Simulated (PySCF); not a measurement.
Compound: (F2Al-mu-H)2.
Bonds: Al1–F2, Al1–F3, Al5–F6, Al5–F7. Hydrogens: H4, H8 on Al1; H4, H8 on Al5.

Computed with PBE0-D3(BJ)/def2-SVP geometry optimisation, gas phase (PySCF 2.14.0).

Task: How far are the bound atoms from Al1?

Result: 4 atoms: F3 1.651 Å, F2 1.651 Å, H4 1.730 Å, H8 1.730 Å. The nearest atom not counted as bound is Al5, at 2.53 Å.

Task: List the angles at Al1.

Result: 
```csv
angle,degrees,distance of the outer atoms (Å)
F2–Al1–F3,123.9,2.91
F2–Al1–H4,110.2,2.77
F2–Al1–H8,110.2,2.77
F3–Al1–H8,110.1,2.77
F3–Al1–H4,109.9,2.77
H4–Al1–H8,86.1,2.36
```

Task: Describe the arrangement about Al1 in numbers.

Result: Angles from 86.1° to 123.9°; τ4 = (360° − α − β)/141° = 0.89 with α and β the two widest (0 for a square, 1 for a tetrahedron). Differences among atoms that D2h makes equivalent are scatter left by the optimiser.

Task: Give some angles away from the centre.

Result: Al1–H4–Al5 94.0°.

Task: What are the rotational constants (commonest isotopes, rigid rotor)?

Result: A = 3078, B = 1246, C = 895.9 MHz: an asymmetric top.

Point group: D2h (tolerance 0.08 Å). Charge 0, singlet. No PBE0-D3(BJ)/def2-SVP frequencies stand behind this structure, so it isn't proved a minimum.

The run took 57 s wall on an Arm Neoverse V2 with one thread, shared host with 32 logical CPUs at a one-minute load of 19, and the process peaked at 0.39 GiB of memory. That covers the optimisation of the geometry.
